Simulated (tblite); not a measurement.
Compound: C6H14BN.
Atom-mapped SMILES: `[CH2:1]=[C:2]([CH2:3][BH:4][NH2:5])[CH2:6][CH2:7][CH3:8]` (hydrogens: H9, H10 on C1; H11, H12 on C3; H13 on B4; H14, H15 on N5; H16, H17 on C6; H18, H19 on C7; H20, H21, H22 on C8)

Computed with GFN2-xTB (tblite), gas phase: L-BFGS steps from a force-field or distance-geometry start until the largest atomic force falls under 0.01 eV/Å.

Step 75: E = -656.9637 eV
```
atom  x, y, z in Å  |  force x, y, z in eV/Å
C1     -0.5573   -2.0745    0.0558    0.012  -0.021  -0.007
C2     -0.4521   -0.9305   -0.6076   -0.026  -0.030   0.019
C3     -1.6492   -0.1847   -1.1107    0.020  -0.010   0.002
B4     -2.1723    0.8904   -0.0469    0.008   0.007   0.002
N5     -2.2043    0.5331    1.2832   -0.009   0.048  -0.002
C6      0.8863   -0.2712   -0.8149   -0.017  -0.015   0.010
C7      1.4168    0.3636    0.4743    0.006   0.009   0.009
C8      2.7777    1.0132    0.2583    0.007  -0.001  -0.005
H9      0.3051   -2.5952    0.4396    0.000   0.008  -0.003
H10    -1.5096   -2.5496    0.2268    0.006  -0.010  -0.016
H11    -1.4118    0.2840   -2.0652   -0.001   0.020  -0.029
H12    -2.4575   -0.8950   -1.2994   -0.027   0.009   0.017
H13    -2.5425    1.9567   -0.3638   -0.020   0.003  -0.003
H14    -2.5273    1.1306    2.0249    0.002  -0.026   0.026
H15    -1.8864   -0.3681    1.6052    0.014   0.010   0.000
H16     1.6092   -1.0136   -1.1626    0.016  -0.002   0.006
H17     0.8001    0.5027   -1.5787    0.031   0.009  -0.022
H18     0.7040    1.1097    0.8308   -0.032   0.016  -0.027
H19     1.5010   -0.4066    1.2427    0.002  -0.023   0.022
H20     3.1528    1.4420    1.1852   -0.002  -0.014   0.003
H21     3.4939    0.2746   -0.0962    0.025   0.017   0.011
H22     2.7129    1.8079   -0.4818   -0.016  -0.003  -0.012
```

Step 76: E = -656.9641 eV
```
atom  x, y, z in Å  |  force x, y, z in eV/Å
C1     -0.5574   -2.0758    0.0545    0.004  -0.021  -0.004
C2     -0.4530   -0.9324   -0.6099    0.002  -0.021   0.026
C3     -1.6491   -0.1837   -1.1106    0.031  -0.022  -0.005
B4     -2.1707    0.8902   -0.0455    0.017   0.009  -0.006
N5     -2.1982    0.5337    1.2847   -0.021   0.055   0.019
C6      0.8864   -0.2743   -0.8178   -0.005  -0.002   0.017
C7      1.4145    0.3626    0.4721   -0.001   0.009   0.011
C8      2.7755    1.0141    0.2601   -0.001  -0.005  -0.005
H9      0.3050   -2.5967    0.4382   -0.001   0.009  -0.008
H10    -1.5099   -2.5493    0.2281    0.001  -0.016  -0.016
H11    -1.4095    0.2859   -2.0642   -0.014   0.018  -0.029
H12    -2.4595   -0.8916   -1.2989   -0.023   0.009   0.009
H13    -2.5424    1.9556   -0.3640   -0.025   0.003   0.006
H14    -2.5244    1.1314    2.0254    0.013  -0.039   0.019
H15    -1.8776   -0.3664    1.6082    0.008   0.024  -0.009
H16     1.6106   -1.0170   -1.1636    0.000   0.009   0.010
H17     0.8011    0.5003   -1.5816    0.033  -0.008  -0.017
H18     0.7008    1.1097    0.8249   -0.034   0.012  -0.026
H19     1.4955   -0.4059    1.2431    0.008  -0.017   0.009
H20     3.1462    1.4437    1.1886   -0.002  -0.018  -0.005
H21     3.4941    0.2768   -0.0924    0.025   0.016   0.013
H22     2.7114    1.8086   -0.4803   -0.015  -0.006  -0.009
```

**Question.** Estimate the geometry and energy of step 77. (The exact step hangs on the optimiser's Hessian estimate; all steps are aligned on step 76, rigid shifts and turns removed.)

**Answer.** E = -656.9647 eV, largest force 0.068 eV/Å
```
atom  x, y, z in Å  |  force x, y, z in eV/Å
C1     -0.5576   -2.0778    0.0529   -0.007  -0.015   0.001
C2     -0.4541   -0.9350   -0.6123    0.034  -0.001   0.021
C3     -1.6485   -0.1827   -1.1107    0.029  -0.025  -0.012
B4     -2.1684    0.8902   -0.0441    0.022   0.014  -0.015
N5     -2.1912    0.5347    1.2864   -0.025   0.051   0.038
C6      0.8862   -0.2778   -0.8206    0.013   0.012   0.021
C7      1.4117    0.3617    0.4699   -0.011   0.006   0.010
C8      2.7728    1.0149    0.2620   -0.011  -0.007  -0.002
H9      0.3049   -2.5981    0.4367    0.002   0.005  -0.011
H10    -1.5104   -2.5492    0.2294   -0.005  -0.025  -0.016
H11    -1.4072    0.2882   -2.0638   -0.027   0.007  -0.017
H12    -2.4622   -0.8874   -1.2983   -0.013   0.009   0.000
H13    -2.5431    1.9541   -0.3641   -0.028   0.004   0.013
H14    -2.5194    1.1320    2.0269    0.020  -0.046   0.012
H15    -1.8673   -0.3643    1.6107    0.002   0.039  -0.017
H16     1.6119   -1.0207   -1.1643   -0.015   0.018   0.015
H17     0.8031    0.4973   -1.5852    0.030  -0.030  -0.005
H18     0.6963    1.1100    0.8177   -0.028   0.003  -0.023
H19     1.4894   -0.4053    1.2438    0.011  -0.001  -0.009
H20     3.1384    1.4455    1.1923    0.000  -0.018  -0.011
H21     3.4949    0.2797   -0.0875    0.020   0.014   0.014
H22     2.7094    1.8094   -0.4787   -0.014  -0.010  -0.005
```

The energy changes by -0.0005 eV. The first-order estimate −F·Δx gives -0.0007 eV and the mean of the old and new forces, exact on a quadratic surface, -0.0005 eV. The step makes an angle of 78° with the force vector and moves no atom by more than 0.011 Å.

The cost below is that of the whole relaxation. The run took 4.1 s wall on Intel Xeon at 2.50 GHz, one thread, no GPU (shared host).
